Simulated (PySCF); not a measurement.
```xyz
12

N      3.4294     0.0811    -1.0183
C      2.4629     0.0344    -0.3763
Si     0.9115    -0.0404     0.6525
C     -0.2743     1.3478     0.2356
C     -1.3840     0.7587    -0.2626
C     -1.3785    -0.7271    -0.3621
C     -0.2642    -1.3692     0.0535
H      1.3471    -0.1338     2.0697
H     -0.1716     2.4283     0.3457
H     -2.2671     1.3166    -0.5923
H     -2.2576    -1.2425    -0.7638
H     -0.1536    -2.4539     0.0185
```

Charge 0, multiplicity 1.

Problem. Give the Mulliken and meta-Löwdin atomic charges from PBE-D3(BJ)/def2-TZVP // B3LYP-D3(BJ)/def2-SVP (PySCF).

Solution. 
```
atom  Mulliken (e)  meta-Löwdin (e)
----  ------------  ---------------
N1            0.02            -0.16
C2           -0.23            -0.14
Si3           0.30             0.71
C4           -0.21            -0.35
C5           -0.09            -0.09
C6           -0.09            -0.09
C7           -0.21            -0.35
H8            0.00            -0.06
H9            0.13             0.14
H10           0.12             0.13
H11           0.12             0.13
H12           0.13             0.14
```
